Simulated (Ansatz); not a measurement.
Stepwise reaction of `[F][Ga]([Br])[Br]` with hydrogen, as a gas-phase model of exchange steps in deposition or etching. ΔE in kJ/mol; ΔG adds harmonic PBE0-D4 terms to CCSD(T)/CBS, at 1 bar.

Calculated with Ansatz (gas phase, PBE0-D4/def2-TZVP geometries, no zero-point term in ΔE). CBS: MP2 limit from def2 TZ/QZ plus the TZ coupled-cluster correction, frozen cores. This one scheme is used for every species. DFT in def2-TZVPP. B3LYP here is the variant with VWN-RPA as its local correlation; programs differ in this. For Br, Ga outer-core shells are correlated without core-valence functions, which leaves a few kJ/mol of doubt a bond. Scalar relativity is left out up to krypton.

```csv
step,reaction,PBE-D4,B3LYP-D4,ωB97M-V,CCSD(T)/CBS,ΔG(500 K)
2,`[F][GaH][Br]` + H₂ → `[F][GaH2]` + HBr,109.5,109.7,108.5,112.7,106.8
```

Question: Give the row of step 1, `[F][Ga]([Br])[Br]` + H₂ → `[F][GaH][Br]` + HBr. (An estimate is asked.)

Answer: Computed: 
```tsv
step	reaction	PBE-D4	B3LYP-D4	ωB97M-V	CCSD(T)/CBS	ΔG(500 K)
1	`[F][Ga]([Br])[Br]` + H₂ → `[F][GaH][Br]` + HBr	91.6	93.0	90.5	94.8	82.9
```

Question: By hand: ΔE of the 2 steps together at CCSD(T)/CBS.

Answer: (94.8) + (112.7) = 207.5 kJ/mol, or 103.8 kJ/mol a step.

In ΔE each step is higher than the one before. All are uphill at CCSD(T)/CBS. ΔG lies between 82.9 and 106.8 kJ/mol a step. PBE-D4 differs from CCSD(T)/CBS by -3.2 to -3.2 kJ/mol a step. Isolated molecules leave out the surface, adducts and barriers. Largest T1 diagnostic: 0.014.
